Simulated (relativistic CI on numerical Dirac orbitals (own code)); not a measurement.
## Eu24+: computed level list

Computed by Dirac-Coulomb-Breit CI, separate exchange-only KLI orbitals for each configuration, a model potential for QED, unscaled Slater integrals (own radial code, finite nucleus).

Configuration list (outside the closed core [Ar] 3d10): 4s²4p⁶4d³, 4s²4p⁵4d⁴, 4s²4p⁶4d²4f, 4s4p⁶4d⁴, 4s²4p⁵4d³4f, 4s4p⁶4d³4f, 4s²4p⁶4d²5s, 4s²4p⁶4d²5p, 4s²4p⁶4d4f5s, 4s²4p⁶4d²5d, 4s²4p⁵4d³5s, 4s²4p⁶4d5s5p, 4s²4p⁶4d²5f, 4s²4p⁵4d³5p, 4s²4p⁶4d²5g, 4s²4p⁶4d²6s, 4p⁶4d⁴4f, 4s4p⁶4d²4f5s, 4s²4p⁶4d²6p, 4s4p⁶4d³5s, 4s²4p⁶4d²6f, 4s²4p⁶4d²7s, 4s²4p⁶4d²7p, 4s²4p⁶4d4f², 4s²4p⁶4f³, 4s²4p⁵4d4f³, 4s4p⁶4d4f³, 4s²4p⁶4f²5s, 4s²4p⁶4d5s², 4s²4p⁶4f5s², 4s²4p⁵4d4f5s², 4s4p⁶4d4f5s², 4s²4p⁶4d5p², 4s²4p⁶4f5p², 4s²4p⁵4d4f5p², 4s4p⁶4d4f5p², 4s²4p⁶5s5p². Double excitations out of closed p, d and f shells are left out; levels of such configurations are missing from the list, as are those of other unlisted configurations, and high levels can miss mixing partners. These lack a partner that the ground configuration has and come out too high: 4s²4p⁶4d²5p, 4s²4p⁶4d²5d, 4s²4p⁵4d³5s, 4s²4p⁶4d²5f, 4s²4p⁵4d³5p.

The lowest level is 4s²4p⁶4d³ ⁴F3/2, with 67 % of that term; Hund's rules for 4s²4p⁶4d³ give ⁴F with J = 3/2, in agreement.

| No. | Configuration | Term | J | E (cm⁻¹) | % | jj configuration (%) |
| --- | --- | --- | --- | --- | --- | --- |
| 1 | 4s²4p⁶4d³ | ⁴F | 3/2 | 0 | 67 | 4d3/2^3 (86) |
| 2 | 4s²4p⁶4d³ | ⁴F | 5/2 | 38534 | 89 | 4d3/2^2 4d5/2 (94) |
| 3 | 4s²4p⁶4d³ | ⁴F | 7/2 | 58781 | 62 | 4d3/2^2 4d5/2 (78) |
| 4 | 4s²4p⁶4d³ | ⁴P | 3/2 | 58815 | 44 | 4d3/2^2 4d5/2 (89) |
| 5 | 4s²4p⁶4d³ | ²G | 9/2 | 65428 | 42 | 4d3/2^2 4d5/2 (90) |
| 6 | 4s²4p⁶4d³ | ⁴P | 1/2 | 68679 | 67 | 4d3/2^2 4d5/2 (96) |
| 7 | 4s²4p⁶4d³ | ²G | 7/2 | 104494 | 59 | 4d3/2 4d5/2^2 (84) |
| 8 | 4s²4p⁶4d³ | ⁴P | 5/2 | 104968 | 79 | 4d3/2^2 4d5/2 (54) |
| 9 | 4s²4p⁶4d³ | ⁴F | 9/2 | 110574 | 51 | 4d3/2 4d5/2^2 (82) |
| 10 | 4s²4p⁶4d³ | ²D | 3/2 | 124036 | 42 | 4d3/2 4d5/2^2 (96) |
| 11 | 4s²4p⁶4d³ | ²P | 1/2 | 130687 | 67 | 4d3/2 4d5/2^2 (96) |
| 12 | 4s²4p⁶4d³ | ²H | 11/2 | 135607 | 99 | 4d3/2 4d5/2^2 (99) |
| 13 | 4s²4p⁶4d³ | ²D | 5/2 | 144009 | 85 | 4d3/2 4d5/2^2 (62) |
| 14 | 4s²4p⁶4d³ | ²F | 5/2 | 152346 | 69 | 4d3/2 4d5/2^2 (83) |
| 15 | 4s²4p⁶4d³ | ²F | 7/2 | 159328 | 88 | 4d3/2 4d5/2^2 (92) |
| 16 | 4s²4p⁶4d³ | ²G | 9/2 | 172156 | 57 | 4d5/2^3 (90) |
| 17 | 4s²4p⁶4d³ | ²P | 3/2 | 184295 | 54 | 4d5/2^3 (67) |
| 18 | 4s²4p⁶4d³ | ²D | 3/2 | 226316 | 92 | 4d3/2 4d5/2^2 (67) |
| 19 | 4s²4p⁶4d³ | ²D | 5/2 | 241749 | 74 | 4d5/2^3 (81) |
| 20 | 4p⁵4d⁴(5D) | ⁶D° | 3/2 | 942140 | 28 | 4p3/2^3 4d3/2^4 (70) |
| 21 | 4p⁵4d⁴(5D) | ⁶D° | 5/2 | 958102 | 51 | 4p3/2^3 4d3/2^3 4d5/2 (74) |
| 22 | 4p⁵4d⁴(5D) | ⁶D° | 7/2 | 968191 | 56 | 4p3/2^3 4d3/2^2 4d5/2^2 (46) |
| 23 | 4p⁵4d⁴(5D) | ⁶D° | 9/2 | 977753 | 48 | 4p3/2^3 4d3/2^3 4d5/2 (45) |
| 24 | 4p⁵4d⁴(5D) | ⁶D° | 1/2 | 980607 | 48 | 4p3/2^3 4d3/2^3 4d5/2 (77) |
| 25 | 4p⁵4d⁴(5D) | ⁴F° | 3/2 | 1000897 | 26 | 4p3/2^3 4d3/2^3 4d5/2 (72) |
| 26 | 4p⁵4d⁴(5D) | ⁶F° | 11/2 | 1006923 | 45 | 4p3/2^3 4d3/2^3 4d5/2 (63) |
| 27 | 4p⁵4d⁴(3F) | ²F° | 7/2 | 1013244 | 21 | 4p3/2^3 4d3/2^3 4d5/2 (84) |
| 28 | 4p⁵4d⁴(5D) | ⁶P° | 3/2 | 1015888 | 22 | 4p3/2^3 4d3/2^3 4d5/2 (54) |
| 29 | 4p⁵4d⁴(5D) | ⁴F° | 5/2 | 1023321 | 39 | 4p3/2^3 4d3/2^3 4d5/2 (72) |
| 30 | 4p⁵4d⁴(3H) | ⁴H° | 9/2 | 1028619 | 24 | 4p3/2^3 4d3/2^3 4d5/2 (42) |
| 31 | 4p⁵4d⁴(3F) | ⁴D° | 5/2 | 1030073 | 36 | 4p3/2^3 4d3/2^3 4d5/2 (52) |
| 32 | 4p⁵4d⁴(3F) | ⁴F° | 7/2 | 1037268 | 31 | 4p3/2^3 4d3/2^2 4d5/2^2 (50) |
| 33 | 4p⁵4d⁴(3G) | ⁴F° | 3/2 | 1037756 | 28 | 4p3/2^3 4d3/2^2 4d5/2^2 (67) |
| 34 | 4p⁵4d⁴(3F) | ⁴D° | 1/2 | 1039111 | 52 | 4p3/2^3 4d3/2^2 4d5/2^2 (85) |
| 35 | 4p⁵4d⁴(5D) | ⁶F° | 9/2 | 1040883 | 35 | 4p3/2^3 4d3/2^3 4d5/2 (42) |
| 36 | 4p⁵4d⁴(5D) | ⁴F° | 7/2 | 1040902 | 34 | 4p3/2^3 4d3/2^2 4d5/2^2 (53) |
| 37 | 4p⁵4d⁴(3H) | ⁴H° | 11/2 | 1045117 | 36 | 4p3/2^3 4d3/2^2 4d5/2^2 (71) |
| 38 | 4p⁵4d⁴(3H) | ⁴G° | 5/2 | 1045770 | 43 | 4p3/2^3 4d3/2^2 4d5/2^2 (45) |
| 39 | 4p⁵4d⁴(3D) | ⁴D° | 7/2 | 1053977 | 38 | 4p3/2^3 4d3/2^2 4d5/2^2 (83) |
| 40 | 4p⁵4d⁴(3D) | ⁴P° | 3/2 | 1056574 | 32 | 4p3/2^3 4d3/2^2 4d5/2^2 (79) |
| 41 | 4p⁵4d⁴(3D) | ⁴D° | 5/2 | 1058242 | 39 | 4p3/2^3 4d3/2^2 4d5/2^2 (75) |
| 42 | 4p⁵4d⁴(3G) | ⁴H° | 13/2 | 1059003 | 53 | 4p3/2^3 4d3/2^2 4d5/2^2 (92) |
| 43 | 4p⁵4d⁴(3H) | ⁴G° | 9/2 | 1062025 | 31 | 4p3/2^3 4d3/2^2 4d5/2^2 (72) |
| 44 | 4p⁵4d⁴(3F) | ⁴G° | 11/2 | 1062850 | 39 | 4p3/2^3 4d3/2^2 4d5/2^2 (70) |
| 45 | 4p⁵4d⁴(3D) | ⁴P° | 5/2 | 1067046 | 23 | 4p3/2^3 4d3/2^2 4d5/2^2 (68) |
| 46 | 4p⁵4d⁴(3H) | ⁴G° | 7/2 | 1068042 | 36 | 4p3/2^3 4d3/2^2 4d5/2^2 (75) |
| 47 | 4p⁵4d⁴(3H) | ⁴I° | 15/2 | 1072308 | 70 | 4p3/2^3 4d3/2^2 4d5/2^2 (90) |
| 48 | 4p⁵4d⁴(1G) | ²G° | 9/2 | 1072601 | 34 | 4p3/2^3 4d3/2^2 4d5/2^2 (85) |
| 49 | 4p⁵4d⁴(3F) | ²F° | 5/2 | 1073425 | 24 | 4p3/2^3 4d3/2^2 4d5/2^2 (47) |
| 50 | 4p⁵4d⁴(3F) | ⁴D° | 1/2 | 1079588 | 27 | 4p3/2^3 4d3/2^3 4d5/2 (67) |
| 51 | 4p⁵4d⁴(3P) | ⁴D° | 7/2 | 1081408 | 35 | 4p3/2^3 4d3/2^2 4d5/2^2 (62) |
| 52 | 4p⁵4d⁴(3F) | ⁴F° | 3/2 | 1085472 | 29 | 4p3/2^3 4d3/2^2 4d5/2^2 (37) |
| 53 | 4p⁵4d⁴(1G) | ²H° | 11/2 | 1086925 | 40 | 4p3/2^3 4d3/2^2 4d5/2^2 (81) |
| 54 | 4p⁵4d⁴(3D) | ⁴F° | 9/2 | 1087278 | 39 | 4p3/2^3 4d3/2 4d5/2^3 (51) |
| 55 | 4p⁵4d⁴(1G) | ²F° | 5/2 | 1090323 | 38 | 4p3/2^3 4d3/2^2 4d5/2^2 (69) |
| 56 | 4p⁵4d⁴(3F) | ⁴G° | 9/2 | 1090981 | 31 | 4p3/2^3 4d3/2^2 4d5/2^2 (39) |
| 57 | 4p⁵4d⁴(3F) | ⁴D° | 3/2 | 1097443 | 20 | 4p3/2^3 4d3/2 4d5/2^3 (58) |
| 58 | 4p⁵4d⁴(3H) | ⁴G° | 7/2 | 1097584 | 30 | 4p3/2^3 4d3/2^2 4d5/2^2 (60) |
| 59 | 4p⁵4d⁴(3H) | ²I° | 13/2 | 1099264 | 46 | 4p3/2^3 4d3/2^2 4d5/2^2 (91) |
| 60 | 4p⁵4d⁴(3F) | ⁴F° | 3/2 | 1105272 | 33 | 4p3/2^3 4d3/2^2 4d5/2^2 (55) |
| 61 | 4p⁵4d⁴(3F) | ⁴G° | 11/2 | 1106277 | 41 | 4p3/2^3 4d3/2^2 4d5/2^2 (54) |
| 62 | 4p⁵4d⁴(3F) | ⁴D° | 1/2 | 1110081 | 33 | 4p3/2^3 4d3/2 4d5/2^3 (46) |
| 63 | 4p⁵4d⁴(3P) | ⁴P° | 5/2 | 1115633 | 32 | 4p3/2^3 4d3/2 4d5/2^3 (46) |
| 64 | 4p⁵4d⁴(3H) | ⁴H° | 11/2 | 1117745 | 38 | 4p3/2^3 4d3/2^2 4d5/2^2 (52) |
| 65 | 4p⁵4d⁴(3P) | ²D° | 3/2 | 1119031 | 39 | 4p3/2^3 4d3/2^2 4d5/2^2 (53) |
| 66 | 4p⁵4d⁴(3P) | ⁴D° | 7/2 | 1119760 | 34 | 4p3/2^3 4d3/2^2 4d5/2^2 (47) |
| 67 | 4p⁵4d⁴(3F) | ⁴G° | 9/2 | 1124410 | 39 | 4p3/2^3 4d3/2^2 4d5/2^2 (40) |
| 68 | 4p⁵4d⁴(1F) | ²D° | 5/2 | 1126097 | 23 | 4p3/2^3 4d3/2^2 4d5/2^2 (46) |
| 69 | 4p⁵4d⁴(3D) | ²D° | 3/2 | 1127615 | 29 | 4p3/2^3 4d3/2^2 4d5/2^2 (50) |
| 70 | 4p⁵4d⁴(1D) | ²F° | 7/2 | 1129035 | 24 | 4p3/2^3 4d3/2 4d5/2^3 (61) |

Energies count from the lowest computed level; ° marks odd parity. Percentages are summed over parent terms; the parents shown are those of the largest component, closed shells are left out there. Filled j subshells are mostly left out of the jj labels.

The mean weight of the leading LS term, summed over parents, in these 70 levels is 44 %, and that of the leading jj configuration (from the same eigenvectors) 68 %, so jj coupling describes them better and the LS labels are nominal.

At this charge energies of transitions that change n are usually good to better than 1 %, and those within a shell (Δn = 0) to a few per cent. Terms inside the open d or f shell come out 10 to 20 % too wide with unscaled integrals.

LS names give the leading component of a level, which can be under half, so a name can repeat, a term be missing and a line seem to break the LS rules.
